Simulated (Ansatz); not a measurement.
`[CH3][SnH2][SiH2]F` → `C[SiH2][SnH2][F]`  (isomerisation)

Calculated with Ansatz (gas phase, PBE0-D4/def2-TZVP geometries, no zero-point term in ΔE). CCSD(T)/CBS is the MP2 limit (def2-TZVPP, def2-QZVPP) plus CCSD(T) − MP2 in def2-TZVPP, frozen cores. def2 core potentials past Kr. For Sn outer-core shells are correlated without core-valence functions, which leaves a few kJ/mol of doubt a bond. Each species was taken in one conformer, which may not be the lowest.

```tsv
level	ΔE (kJ/mol)
HF/def2-TZVPP	49.0
SCS-MP2/def2-TZVPP	52.5
CCSD/def2-TZVPP	52.9
SCS-MP2/def2-QZVPP	49.7
```

Question: What does CCSD(T)/CBS give? (Estimate.)

Answer: The calculation gave: +47.3 kJ/mol. The listed levels differ from it by 1.7, 5.2, 5.6, 2.4 kJ/mol.

Largest T1 diagnostic among the species: 0.013.

From PBE to PBE0 (25 % exact exchange), in def2-TZVPP and without D4, ΔE moves by +5.9 kJ/mol.
